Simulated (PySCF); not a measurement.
BrFGeH2O2, SMILES [OH][Ge]([OH])([Br])[F].

Coordinates come from a B3LYP-D3(BJ)/def2-SVP optimisation. This is a generated structure with no PubChem entry under its InChIKey; it may be hypothetical. One conformer was computed; it need not be the lowest.

All values below come from PySCF with TDA-LC-ωPBE/def2-SVPD.

Vertical excitations. Isolated molecule, no solvent.

Give excitation energies, oscillator strengths and character. (Estimate from the structure and the level; the computed values follow.)


```tsv
state	energy (eV)	λ (nm)	f	main pairs
S1	6.61	188	0.009	HOMO→LUMO 75 %
S2	6.65	186	0.016	HOMO−1→LUMO 75 %
S3	7.86	158	0.019	HOMO−2→LUMO 49 %, HOMO−3→LUMO 30 %
S4	8.12	153	0.139	HOMO−3→LUMO 46 %, HOMO−2→LUMO 23 %, HOMO−4→LUMO 7 %
S5	8.76	142	0.210	HOMO−4→LUMO 57 %
S6	9.00	138	0.108	HOMO−5→LUMO 33 %, HOMO−4→LUMO 12 %, HOMO→LUMO+1 11 %, HOMO−2→LUMO+1 6 %
S7	9.14	136	0.028	HOMO−5→LUMO 37 %, HOMO→LUMO+1 10 %, HOMO→LUMO+2 7 %, HOMO→LUMO+3 6 %
S8	9.20	135	0.059	HOMO−1→LUMO+1 18 %, HOMO−1→LUMO+2 13 %, HOMO−1→LUMO+3 12 %, HOMO→LUMO+2 8 %
S9	9.38	132	0.043	HOMO→LUMO+3 22 %, HOMO→LUMO+8 15 %, HOMO−1→LUMO+3 11 %, HOMO→LUMO+2 9 %
S10	9.43	131	0.082	HOMO−1→LUMO+3 23 %, HOMO→LUMO+3 21 %, HOMO−6→LUMO 14 %
T1	5.97	208	0	HOMO→LUMO 74 %, HOMO→LUMO+1 12 %
T2	6.00	206	0	HOMO−1→LUMO 74 %, HOMO−1→LUMO+1 13 %
T3	7.03	176	0	HOMO−2→LUMO 63 %, HOMO−3→LUMO 10 %
T4	7.31	170	0	HOMO−3→LUMO 62 %, HOMO−2→LUMO 11 %
```
Triplets are in the Tamm–Dancoff approximation.
